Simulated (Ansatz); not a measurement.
`FBN[SiH3]` + H₂O → `OBF` + `N[SiH3]` at 600 K and 1 bar (formal hydrolysis of a B–N bond).

Calculated with Ansatz (gas phase, PBE0-D4/def2-TZVP geometries, no zero-point term in ΔE). CCSD(T)/CBS is the MP2 limit (def2-TZVPP, def2-QZVPP) plus CCSD(T) − MP2 in def2-TZVPP, frozen cores. This one scheme is used for every species. One conformer a species, not always the lowest.

| species | CCSD(T)/CBS energy (Eh) | H − E (kJ/mol) | S (J/(mol·K)) |
| --- | --- | --- | --- |
| `FBN[SiH3]` | -471.49367 | 204.0 | 394.9 |
| H₂O | -76.37941 | 76.8 | 212.8 |
| `OBF` | -201.07426 | 109.4 | 294.7 |
| `N[SiH3]` | -346.80422 | 170.6 | 320.8 |

H − E and S are ideal-gas, rigid-rotor, harmonic terms from PBE0-D4/def2-TZVP, for one conformer and one mirror image of each species. 1 Eh = 2625.50 kJ/mol, R = 8.31446 J/(mol·K).

Task: By hand: ΔE, ΔH, ΔS and ΔG.

Result: ΔE = (-201.07426) + (-346.80422) − (-471.49367) − (-76.37941) = -0.00540 Eh = -14.2 kJ/mol. Δ(H − E) = 109.4 + 170.6 − 204.0 − 76.8 = -0.8, so ΔH = -15.0 kJ/mol. ΔS = 294.7 + 320.8 − 394.9 − 212.8 = 7.8 J/(mol·K). ΔG = -15.0 − 600 × (7.8)/1000 = -19.7 kJ/mol.

Task: By hand: the equilibrium constant, and the temperature at which ΔG would vanish if ΔH and ΔS stayed fixed.

Result: log₁₀ K = −ΔG/(RT ln 10) = 1.7. ΔH and −TΔS have one sign here, so there is no such temperature.

The number of gas molecules stays the same, so ΔS is small and ΔH decides. A doubt of 5 kJ/mol in ΔE shifts log₁₀ K by 0.4 here. Other conformers and mirror images would add mixing entropy, several J/(mol·K) or more a flexible species. These are equilibria of isolated gas molecules and say nothing of rates. Largest T1 diagnostic: 0.013 (customary marks: 0.02 for closed shells, 0.045 for open ones).

ΔS is within the doubt of such terms, so its sign, and with it that verdict, could turn.
